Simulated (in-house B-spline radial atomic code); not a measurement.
Values are calculated unless marked as measured or tabulated.
# Stopping of slow ions oscillates with Z: Cu to Nb at r_s = 3.6

A nucleus sits in a uniform electron gas with a rigid positive background. The Kohn-Sham equations are solved self-consistently in the spin-unpolarised LDA (PW92), non-relativistic, on B-splines with outgoing waves at the boundary and partial waves to l = 8. The model has no lattice, no bands and no magnetic solution. Atomic units; δ_l are the phase shifts at the Fermi level, counted so that each bound state adds π, and good to about 0.0005. A narrow, partly filled d or f resonance in a thin gas would split by spin, so such rows rest on a solution that is probably unstable.

The density parameter is r_s = 3.6 bohr. The friction coefficient Q = n k_F σ_tr gives dE/dx = Q v for slow ions. Some elements are left out of the table, so an extreme may lie at one of them.

| ion | δ0/π | δ1/π | δ2/π | δ3/π | σ_tr (bohr²) | Q (a.u.) |
| --- | --- | --- | --- | --- | --- | --- |
| Cu | 3.266 | 2.109 | 0.983 | -0.001 | 23.49 | 0.0641 |
| Zn | 3.360 | 2.221 | 0.996 | -0.001 | 45.15 | 0.1232 |
| Ga | 3.434 | 2.355 | 1.000 | 0.000 | 73.89 | 0.2016 |
| Ge | 3.492 | 2.494 | 1.004 | 0.001 | 88.37 | 0.2411 |
| As | 3.547 | 2.626 | 1.012 | 0.002 | 80.35 | 0.2192 |
| Se | 3.614 | 2.741 | 1.028 | 0.004 | 61.91 | 0.1689 |
| Br | 3.701 | 2.838 | 1.053 | 0.004 | 45.19 | 0.1233 |
| Kr | 3.806 | 2.922 | 1.085 | 0.002 | 35.72 | 0.0974 |
| Rb | 3.907 | 2.990 | 1.130 | -0.002 | 40.79 | 0.1113 |
| Sr | 3.977 | 3.025 | 1.202 | -0.007 | 75.62 | 0.2063 |
| Zr | 4.019 | 3.007 | 1.410 | -0.012 | 205.56 | 0.5607 |
| Nb | 4.021 | 2.990 | 1.519 | -0.012 | 219.71 | 0.5993 |

**Question.** Where are the largest and smallest frictions, and what do the phase shifts say there?

**Answer.** Largest: Nb, Q = 0.5993; smallest: Cu, Q = 0.0641, a ratio of 9.3. For the largest δ2/π = 1.52; it lies at the edge of the table, which can't show whether it is a peak. For the smallest, which lies at the edge of the table, the differences δ_l − δ_(l+1), measured from the nearest multiple of π, are 0.16π, 0.13π, 0.02π; σ_tr grows with the sines of these.

**Question.** At equal speed, Lindhard and Scharff's formula, with silicon as an example target, scales as Z^(7/6)/(Z^(2/3) + 14^(2/3))^(3/2). How does its rise from the first ion to the last compare?

**Answer.** It rises smoothly by 1.0225/0.8537 = 1.20, while Q changes by 0.599/0.064 = 9.35. The statistical formula averages over shells, so it can't show the oscillation.
